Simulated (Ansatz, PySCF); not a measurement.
Ga(Cl)2(SeH) (Cl2GaHSe), SMILES [Cl][Ga]([Cl])[SeH]. Atoms are numbered in the order given.

```xyz
5

Ga    -0.0104     0.4260     0.0000
Cl     1.7632     1.6116     0.0000
Cl    -1.8891     1.4438     0.0000
Se     0.1176    -1.8680     0.0000
H     -1.3512    -1.9678     0.0000
```
Charge 0, spin multiplicity 1.

Geometry optimised at PBE0-D3(BJ)/def2-SVP. The structure was generated by enumeration; whether it is a known compound was not checked. The values are those of a single conformer.

Two levels are set side by side: PBE-D3(BJ)/def2-SVP (Ansatz, a first-principles code) and PBE0-D3(BJ)/def2-SVP (Ansatz). Each level has its own optimised geometry; the coordinates shown are those of the second. Frequencies come from the Hessian of PySCF at each geometry. Differences are taken from unrounded values.

| quantity | PBE0-D3(BJ) | PBE-D3(BJ) | PBE-D3(BJ) minus PBE0-D3(BJ) |
|---|---|---|---|
| mean bond length (Å) | 2.010 | 2.028 | 0.018 |
| bond Ga1–Cl2 (Å) | 2.133 | 2.152 | 0.018 |
| bond Ga1–Cl3 (Å) | 2.137 | 2.155 | 0.018 |
| bond Ga1–Se4 (Å) | 2.298 | 2.319 | 0.021 |
| bond Se4–H5 (Å) | 1.472 | 1.487 | 0.014 |
| highest harmonic wavenumber (cm⁻¹) | 2456 | 2360 | -96 |
| mean harmonic wavenumber (cm⁻¹) | 539 | 517 | -22 |
| zero-point energy (kcal/mol) | 6.93 | 6.65 | -0.28 |

Exact exchange shortens and stiffens bonds; PBE has none. Differences between two approximate levels are no errors against the true value.
